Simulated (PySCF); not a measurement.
## Stretching InN

Set-up: In def2-TZVPPD with ECP28, N def2-TZVPPD; scalar-relativistic core potentials (PySCF 2.14). Energies in eV from In + N in their ground configurations at the same level. All curves are PBE0. state 1: ³Σ⁻ (triplet), unpaired electrons π ↑↑; state 2: ³Π (triplet), unpaired electrons σ ↑, π ↑, a second solution, started from another occupation; state 3: Ms = 0 determinant of mixed spin (⟨S²⟩ near 1.0), unpaired electrons π ↑↓, a mixture of terms (⟨Lz²⟩ = 2.0), a second solution, started from another occupation; state 4: Ms = 0 determinant of mixed spin (⟨S²⟩ near 1.0), unpaired electrons σ ↓, π ↑, a second solution, started from another occupation.

| R (Å) | state 1 | state 2 | state 3 | state 4 |
| --- | --- | --- | --- | --- |
| 1.907 | -1.238 | -1.501 | -0.726 | -1.135 |
| 1.996 | -1.620 | -1.658 | -1.106 | -1.265 |
| 2.085 | -1.823 | -1.684 | -1.306 | -1.265 |
| 2.151 | -1.892 | -1.645 | -1.373 | -1.209 |
| 2.218 | -1.909 | -1.572 | -1.386 | -1.120 |
| 2.284 | -1.886 | -1.477 | -1.360 | -1.009 |
| 2.373 | -1.812 | -1.328 | -1.279 | -0.838 |
| 2.484 | -1.673 | -1.128 | -1.130 | -0.607 |
| 2.617 | -1.472 | -0.898 | -0.912 | -0.323 |
| 2.795 | -1.191 | -0.642 | -0.592 | 0.036 |

Put a parabola through the three lowest points of the state 1 curve and estimate Re, k and ωe (reduced mass 12.48 u; 1 eV/Å² = 0.16022 mdyn/Å; ωe = 1302.8·√(k/μ) cm⁻¹).

Through R = 2.151, 2.218, 2.284 Å the second-order coefficient is 4.53 eV/Å², so Re ≈ 2.213 Å, k ≈ 1.45 mdyn/Å and ωe ≈ 444 cm⁻¹. A polynomial fit of higher order to the unrounded PBE0 energies gives Re = 2.210 Å, k = 1.47 mdyn/Å, ωe = 447 cm⁻¹; anharmonicity and rounding make the difference.

The higher-order fit for each curve: state 1: Re = 2.210 Å, ωe = 447 cm⁻¹, De = 1.91 eV; state 2: Re = 2.062 Å, ωe = 512 cm⁻¹, minimum 1.69 eV below the ground-state fragments; state 3: Re = 2.204 Å, ωe = 455 cm⁻¹, minimum 1.39 eV below the ground-state fragments; state 4: Re = 2.039 Å, ωe = 535 cm⁻¹, minimum 1.28 eV below the ground-state fragments.

⟨S²⟩ of the unrestricted solution departs from its pure value on part of the curve, where spin states mix. These are scalar-relativistic numbers at best; spin–orbit coupling would shift them, the dissociation energy most. The state was picked by a PBE0 search and need not be the measured ground state.
